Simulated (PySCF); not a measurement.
**How methods differ on the ionisation energy of Br⁺**

Br⁺ [Ar] 3d10 4s2 4p4 (3P) → Br²⁺ [Ar] 3d10 4s2 4p3 (4S), as a difference of total energies. All numbers are calculated (PySCF 2.14, scalar relativity through the core potential, in cc-pVDZ-PP with ECP10MDF (4s3p2d, 23 functions)). Correlated levels: valence: 3s2 3p6 3d10 frozen. The calculations carry no spin-orbit coupling.

```tsv
method	ionisation energy (eV)
UHF	20.173
PBE0	21.294
r2SCAN	21.364
MP2 (valence)	20.584
SCS-MP2 (valence)	20.595
CCSD (valence)	20.605
CCSD(T) (valence)	20.612
```

Problem. How much does correlation contribute at CCSD(T) (valence)?

Solution. 20.612 − (20.173) = 0.439 eV, measured against UHF.

Errors of the correlated levels include the incompleteness of this basis and the frozen core.

For comparison: 21.409 eV (measured; NIST levels, between the centres of gravity of the two terms).
